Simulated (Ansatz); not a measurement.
Ansatz results at the PBE0-D4/def2-TZVP geometry: HOMO–LUMO gap (PBE/def2-TZVPP) 5.29 eV; HOMO–LUMO gap (PBE0/def2-TZVPP) 7.48 eV; ideal-gas entropy at 298 K and 1 bar (rigid rotor, harmonic PBE0-D4/def2-TZVP) 296 J/(mol·K).

**Question.** Which molecule gave them?
A. `C=CB(F)F`
B. `BOCC`
C. `NB(N)F`
D. `FB(F)I`

**Answer.** D. The others give `C=CB(F)F`: 5.00, 7.13, 305; `NB(N)F`: 5.69, 7.93, 287; `BOCC`: 5.73, 8.21, 300.
